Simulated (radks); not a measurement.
Species: Au43+. Configuration: [Kr] (the NIST ground configuration).

All-electron calculation, scalar-relativistic Kohn-Sham, PBEsol, spin-polarised, spherical densities, finite nucleus; Fermi nuclear charge, rms radius 5.4371 fm. Program: a radial shooting solver on a logarithmic mesh with Libxc functionals.

Energy parts (hartree):
part                       energy
total                 -17789.8592
kinetic                20035.5097
electron-nucleus      -41286.4376
Hartree                 3735.7491
exchange-correlation    -274.6803

Orbitals (lengths in bohr, moments of r in powers of bohr; <r^-3> diverges for s and p1/2; r(max) is where P^2 peaks; r(90%) holds 90 % of the orbital's charge):
| orbital | occ. | eigenvalue (hartree) | r(90%) | r(max) | <r^-3> | <r> |
|---|---|---|---|---|---|---|
| 1s | 2 | -3042.205 | 0.0308 | 0.01043 | - | 0.01688 |
| 2s | 2 | -599.4690 | 0.110 | 0.06018 | - | 0.07110 |
| 2p | 6 | -528.8324 | 0.105 | 0.04981 | 25500 | 0.06419 |
| 3s | 2 | -196.8701 | 0.266 | 0.1687 | - | 0.1817 |
| 3p | 6 | -176.2814 | 0.272 | 0.1677 | 6024 | 0.1822 |
| 3d | 10 | -154.8893 | 0.253 | 0.1361 | 751.7 | 0.1643 |
| 4s | 2 | -91.23156 | 0.518 | 0.3603 | - | 0.3664 |
| 4p | 6 | -83.57597 | 0.539 | 0.3720 | 1964 | 0.3779 |
| 4d | 0 | -75.15331 | 0.545 | 0.3650 | 239.7 | 0.3750 |
| 5s | 0 | -52.38415 | 0.866 | 0.6443 | - | 0.6250 |

The highest occupied level is 4p at -2274.2 eV. Summed over all electrons, <r^2> = 1.934 bohr^2, which gives a Langevin (diamagnetic) susceptibility term of -1.53 x 10^-6 cm^3/mol. For comparison, the ionisation energy in NIST's Atomic Spectra Database is 2261 eV (theoretical). In exact Kohn-Sham theory the highest level is minus the ionisation energy, but local and semilocal functionals leave it too shallow, through self-interaction and a potential that decays too fast; potentials with the right tail come closer.
